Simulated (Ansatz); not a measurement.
A nudged elastic band was laid between two geometries of GeH4S2 (7 atoms, charge 0, multiplicity 1).

Theory: RKS B3LYP-D4/def2-SVP (Ansatz 0.2.0).

```
movable images  : 5
climbing image  : yes
spring          : 5.0 eV/Å²
optimiser       : quadratic models (default)
start path      : through a guess of the saddle point
force threshold : 0.05 eV/Å
iteration limit : 60
end points      : relaxed
```

First end point:

```xyz
7
Properties=species:S:1:pos:R:3
S -2.019 -0.088 -0.188
Ge 0.076 0.588 0.263
S 1.441 -1.044 0.985
H -1.679 -0.746 -1.320
H 0.688 1.249 -0.987
H -0.061 1.560 1.444
H 1.615 -1.586 -0.243
```

Last end point:

```xyz
7
Properties=species:S:1:pos:R:3
S -1.803 -0.614 -0.814
Ge 0.086 0.285 0.000
S 1.285 -1.441 0.791
H -2.586 0.393 -0.361
H 0.925 0.982 -1.092
H -0.304 1.285 1.108
H 2.459 -0.957 0.322
```

(1) Which bonds break or form, and what moves?

(2) Give the energies along the band, and the barrier.

(3) What is the geometry of the highest image?

(4) What are the harmonic wavenumbers there?

Answers

(1) No bond is made or broken. The dihedral H4–S1–Ge2–H5 goes from 51 to -102°.

(2) The forces met the threshold. The highest image is number 5 of 0 to 6, 0.092 eV above the first end and 0.035 eV above the last; the last end lies 0.057 eV above the first. A vibrational analysis at the climbing image gives one clearly imaginary mode, 171i cm⁻¹: a first-order saddle point.

```
image  path coordinate (Å)  energy (eV)  dihedral H4–S1–Ge2–H5 (°)
    0                 0.00        0.000                         51
    1                 0.82        0.014                         64
    2                 1.65        0.023                         52
    3                 2.47        0.048                         24
    4                 3.30        0.058                        -21
    5                 4.12        0.092                        -62
    6                 5.01        0.057                       -102
```

(3) 
```xyz
7
Properties=species:S:1:pos:R:3
S -1.917 -0.678 -0.464
Ge 0.080 0.245 -0.020
S 1.323 -1.539 0.538
H -2.497 0.510 -0.757
H 0.654 0.954 -1.267
H -0.018 1.242 1.156
H 2.435 -0.801 0.769
```

(4) 171i, 128, 148, 387, 405, 511, 595, 659, 784, 794, 892, 2106, 2106, 2661, 2665 cm⁻¹.

Run time: 4.3 min on 1 thread of Arm Neoverse V1 (shared host), peak memory 0.19 GiB.
